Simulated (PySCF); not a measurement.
A structure optimised at PBE-D3(BJ)/def2-SVP, used in a PySCF frequency run:

```
O
C 1 1.4109
H 2 1.1101 1 108.94
H 2 1.1165 3 107.61 1 122.21
H 2 1.1165 3 107.61 4 115.57
Si 1 1.6882 2 122.44 3 -180.00
N 6 1.7270 1 112.26 2 180.00
H 7 1.0230 6 118.82 1 69.41
H 7 1.0230 8 110.20 6 142.08
H 6 1.5064 1 108.86 2 60.63
H 6 1.5064 10 111.10 1 119.87
```
Charge 0, spin multiplicity 1.

**Question.** Write its SMILES, formula and point group.

**Answer.** CO[SiH2]N, CH7NOSi, Cs

**Question.** What are its rotational constants (standard atomic weights)?

**Answer.** 19.207, 3.0286, 2.7944 GHz
